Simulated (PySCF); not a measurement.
## Correlation energy of Kr²⁴⁺ (krypton, charge +24)

Starting occupation: [Ne] 3s2. All numbers are calculated (PySCF 2.14, X2C-1e with screened-nucleus spin-orbit coupling, Gaussian nucleus, in an even-tempered Gaussian basis (18 s from 1.1 bohr⁻², ratio 2.6; 13 p from 1.4 bohr⁻², ratio 2.6; 7 d from 1.4 bohr⁻², ratio 2.8; 4 f from 22 bohr⁻², ratio 2.8)). Frozen: 1s2; 10 electrons correlated; the 48 highest virtual spinors left out.

MP2 pair energies summed by pair of shells (mhartree):

```
       pair  energy  share (%)
2p1/2-2p3/2  -96.29       22.4
2p3/2-2p3/2  -92.37       21.4
3s1/2-3s1/2  -87.47       20.3
2p3/2-2s1/2  -39.86        9.3
2p3/2-3s1/2  -36.02        8.4
2p1/2-2p1/2  -22.39        5.2
2p1/2-2s1/2  -20.15        4.7
2p1/2-3s1/2  -17.32        4.0
2s1/2-2s1/2  -10.54        2.4
2s1/2-3s1/2   -8.26        1.9
```

Total MP2 correlation energy: -430.66 mhartree.

The virtual space was cut to 56 spinors, which keep -375.84 of the -430.66 mhartree of MP2 correlation.

| level | correlation energy (mhartree) |
| --- | --- |
| CCSD | -404.01 |
| (T) | -1.22 |
| CCSD(T) | -405.23 |

Diagnostics: T1 = 0.00040, largest double amplitude 0.088.

Cost of the coupled-cluster step: of the order of 30 core-seconds, for 10 occupied and 56 virtual spinors.

Iterations:

```
Init t2, MP2 energy = -0.375843542615833
CCSD nocc = 10, nmo = 66
Init t2, MP2 energy = -0.375843542615833
Init E_corr(GCCSD) = -0.375843542615833
cycle = 1  E_corr(GCCSD) = -0.395754601338429  dE = -0.0199110587  norm(t1,t2) = 0.0263197
cycle = 2  E_corr(GCCSD) = -0.401250139973642  dE = -0.00549553864  norm(t1,t2) = 0.00892708
cycle = 3  E_corr(GCCSD) = -0.404016007766293  dE = -0.00276586779  norm(t1,t2) = 0.00324127
cycle = 4  E_corr(GCCSD) = -0.404005408826059  dE = 1.05989402e-05  norm(t1,t2) = 0.000225029
cycle = 5  E_corr(GCCSD) = -0.404007006921907  dE = -1.59809585e-06  norm(t1,t2) = 3.69032e-05
cycle = 6  E_corr(GCCSD) = -0.404006152762708  dE = 8.54159198e-07  norm(t1,t2) = 6.88431e-07
cycle = 7  E_corr(GCCSD) = -0.404006178552448  dE = -2.57897393e-08  norm(t1,t2) = 5.39589e-08
cycle = 8  E_corr(GCCSD) = -0.404006203361344  dE = -2.4808896e-08  norm(t1,t2) = 2.64412e-08
cycle = 9  E_corr(GCCSD) = -0.404006202464841  dE = 8.96502761e-10  norm(t1,t2) = 2.32938e-09
GCCSD converged
E(GCCSD) = -2412.909436522379  E_corr = -0.4040062024648409
```

The coupled-cluster values are those of the cut space; adding the MP2 remainder, -54.82 mhartree, estimates the full space.

At this charge the one-electron X2C treatment keeps the bare 1/r₁₂, with no two-electron picture change or Breit term. The effect here is smaller than on the frozen 1s shell.
